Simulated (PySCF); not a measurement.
chlorocyclobutane (C4H7Cl), SMILES C1CC(C1)Cl.

Geometry optimised at r2SCAN-D4/def2-SVP.

All values below come from PySCF with CAM-B3LYP/def2-TZVP.

Symmetry labels are those of the subgroup Cs that the program uses (full group Cs).

Computed valence orbital energies around the gap with their symmetry:
| orbital | symmetry | energy (eV) |
|---|---|---|
| HOMO−7 | A' | -12.95 |
| HOMO−6 | A" | -12.67 |
| HOMO−5 | A" | -12.57 |
| HOMO−4 | A' | -11.05 |
| HOMO−3 | A' | -10.88 |
| HOMO−2 | A" | -10.85 |
| HOMO−1 | A" | -9.56 |
| HOMO | A' | -9.52 |
| LUMO | A' | 1.71 |
| LUMO+1 | A' | 2.12 |
| LUMO+2 | A' | 2.67 |
| LUMO+3 | A" | 2.88 |
